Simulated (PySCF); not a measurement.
# Electron correlation in Ge (germanium, neutral)

[Ar] 3d10 4s1 4p3, 4s spin antiparallel (an excited configuration). All numbers are calculated (PySCF 2.14, scalar relativity through the core potential, in aug-cc-pVTZ-PP with ECP10MDF). Frozen: 3s2 3p6 3d10; 4 electrons correlated.

MP2 pair energies summed by pair of shells (mhartree):

| pair | energy | share (%) |
| --- | --- | --- |
| 4s-4p | -76.63 | 83.1 |
| 4p-4p | -15.54 | 16.9 |

Total MP2 correlation energy: -92.17 mhartree.

Same-spin part -15.54 and opposite-spin part -76.63 mhartree; SCS-MP2 scales them by 1/3 and 6/5 to -97.13 mhartree.
